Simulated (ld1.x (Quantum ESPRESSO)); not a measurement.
## An all-electron radial function and its pseudo partner (selenium)

Columns: radius, all-electron u(r) and pseudo u(r) of the 4s shell (level -27.08 eV) of selenium in the configuration [Ar] 3d10 4s2 4p3; LDA (PZ), scalar-relativistic, TM scheme, ld1.x (Quantum ESPRESSO) 7.5.

| r (bohr) | all-electron | pseudo |
| --- | --- | --- |
| 0.090 | -0.1783 | -0.0248 |
| 0.180 | -0.1826 | -0.0511 |
| 0.270 | 0.1392 | -0.0805 |
| 0.360 | 0.3693 | -0.1147 |
| 0.450 | 0.4160 | -0.1554 |
| 0.540 | 0.3230 | -0.2046 |
| 0.630 | 0.1541 | -0.2636 |
| 0.720 | -0.0415 | -0.3334 |
| 0.810 | -0.2334 | -0.4130 |
| 0.900 | -0.4045 | -0.4999 |
| 0.990 | -0.5476 | -0.5888 |
| 1.080 | -0.6604 | -0.6730 |
| 1.170 | -0.7443 | -0.7455 |
| 1.260 | -0.8021 | -0.8008 |
| 1.350 | -0.8372 | -0.8364 |
| 1.440 | -0.8531 | -0.8530 |
| 1.530 | -0.8535 | -0.8535 |
| 1.620 | -0.8414 | -0.8414 |
| 1.710 | -0.8196 | -0.8196 |
| 1.800 | -0.7906 | -0.7906 |
| 1.890 | -0.7563 | -0.7563 |
| 1.980 | -0.7184 | -0.7184 |
| 2.070 | -0.6783 | -0.6783 |
| 2.160 | -0.6371 | -0.6371 |
| 2.250 | -0.5957 | -0.5957 |
| 2.340 | -0.5547 | -0.5547 |

Question: How many radial nodes do the two functions have?

Answer: The all-electron 4s function has n − l − 1 = 3 (the table is too coarse to show those close to the nucleus); the pseudo-wave has 0, since the states of the same l below it are removed with the core.

Question: At about which radius was the pseudo-wave matched?

Answer: 1.60 bohr. The columns agree to 0.0005 from 1.44 bohr on; several derivatives are matched, so the curves merge somewhat inside the radius.

Question: Where does each function peak?

Answer: Outermost all-electron maximum near 1.53 bohr, pseudo maximum near 1.53 bohr (to the table’s step).

Question: Is the pseudo-wave norm-conserving?

Answer: Yes: the TM scheme keeps the norm inside the radius equal to the all-electron one, which fixes the energy derivative of the logarithmic derivative at the level.
